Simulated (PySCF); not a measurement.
Electric field gradients and quadrupole coupling constants

Compound: C8H14OSi.
Geometry (GFN2-xTB, Å), atoms numbered from 1 in this order:
```xyz
24
C8H14OSi angstrom
C     -2.2686    0.3639   -1.4475
C     -1.7861    0.2402   -0.2201
C     -2.6991    0.0097    0.9484
C     -0.3403    0.3069    0.1538
C      0.6302    0.6817   -0.9678
C      2.0527    0.2591   -0.5450
C      2.3991    1.0727    0.6604
O      2.1425    0.7390    1.7855
C      1.9838   -1.2171   -0.1613
Si     0.3714   -1.3457    0.8409
H     -3.3261    0.2937   -1.6395
H     -1.6537    0.5446   -2.3107
H     -2.5667    0.7937    1.6929
H     -2.4651   -0.9410    1.4264
H     -3.7395   -0.0009    0.6348
H     -0.2564    1.0536    0.9497
H      0.3872    0.1216   -1.8715
H      0.5867    1.7480   -1.2027
H      2.7638    0.4608   -1.3523
H      2.8786    2.0492    0.4533
H      2.8734   -1.5115    0.3907
H      1.9419   -1.8261   -1.0632
H      0.5036   -1.3929    2.2905
H     -0.4252   -2.4833    0.3561
```

Field gradients from the PBE0/pcSseg-1 density (PySCF, non-relativistic), principal values in atomic units, ordered |Vxx| ≤ |Vyy| ≤ |Vzz|:

```csv
atom,Vxx,Vyy,Vzz
O8,0.4328,1.5296,-1.9624
```

Question: Find the asymmetry η = (Vxx − Vyy)/Vzz and the couplings χ = eQV/h (234.96 MHz × Q in barn × V in au), with Q(17O) = −0.0256 b.

Answer: 
| atom | environment | nucleus | η | χzz (MHz) | χxx (MHz) | χyy (MHz) |
| --- | --- | --- | --- | --- | --- | --- |
| O8 | aldehyde oxygen | 17O | 0.56 | 11.80 | -2.60 | -9.20 |

Question: What is Vzz at O8 in SI units (1 au = 9.71736 × 10²¹ V/m²)?

Answer: -1.9624 au = -19.070 × 10²¹ V/m².

Question: And the gradient at the other heavy atoms, for which no coupling is worked out here?

Answer: 
```
atom                      environment  Vzz (au)     η
  C1             terminal =CH2 carbon     0.208  0.54
  C2  fully substituted alkene carbon     0.331  0.61
  C3                   allylic carbon     0.046  0.72
  C4      sp3 carbon bound to silicon    -0.080  0.94
  C5                  ring CH2 carbon     0.094  0.70
  C6    sp3 carbon next to a carbonyl     0.035  0.88
  C7                  aldehyde carbon     0.598  0.11
  C9      sp3 carbon bound to silicon     0.113  0.75
Si10                     SiH2 silicon     0.257  0.75
```

Were the hydrogens deuterons (Q(2H) = 0.00286 b), χzz would run from 106 kHz (H24) to 231 kHz (H12).

One conformer (not necessarily the lowest) at the GFN2-xTB geometry, without solvent, vibrations or thermal averaging. GFN2-xTB bond lengths can be off by several hundredths of an ångström, more for odd bonds, and the gradients follow them. These gradients aren't converged with respect to the basis.

The run behind these numbers computed NMR shieldings as well. Time: 2.0 min of wall time (grids of density and orbitals included); peak memory 1.2 GiB. Hardware: an Arm Neoverse N1 with one thread, shared host.
